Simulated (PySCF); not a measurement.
# Ionisation energy of Os(49+) by level of theory

Os(49+) [Ar] 3d9 (2D) → Os(50+) [Ar] 3d8 (3F), as a difference of total energies. All numbers are calculated (PySCF 2.14, the spin-free X2C one-electron Hamiltonian (Gaussian nucleus), in an even-tempered Gaussian basis (17 s from 11 bohr⁻², ratio 2.5; 13 p from 14 bohr⁻², ratio 2.5; 8 d from 14 bohr⁻², ratio 2.5; 4 f from 60 bohr⁻², ratio 2.7; 3 g from 90 bohr⁻², ratio 2.7)). Correlated levels: outer shells: [Ne] frozen; virtual orbitals above 40 to 60 times the deepest correlated orbital energy dropped. The calculations carry no spin-orbit coupling.

```json
{"method": "UHF", "ionisation energy (eV)": "4531.7"}
{"method": "LDA", "ionisation energy (eV)": "4531.7"}
{"method": "PBE", "ionisation energy (eV)": "4530.4"}
{"method": "PBE0", "ionisation energy (eV)": "4531.3"}
{"method": "r2SCAN", "ionisation energy (eV)": "4530.1"}
{"method": "BHandHLYP", "ionisation energy (eV)": "4531.8"}
{"method": "TPSSh", "ionisation energy (eV)": "4529.4"}
{"method": "MP2 (outer shells)", "ionisation energy (eV)": "4533.5"}
{"method": "SCS-MP2 (outer shells)", "ionisation energy (eV)": "4533.3"}
```

Spin-orbit coupling is strong in these open shells (close to jj coupling). The scalar numbers leave it out and a first-order estimate fails, so it can dominate the gap to the real levels.

Breit and QED terms and the two-electron picture change are absent.

For comparison: 4501 ± 4 eV (theoretical estimate listed by NIST; NIST Atomic Spectra Database, ionization energies).
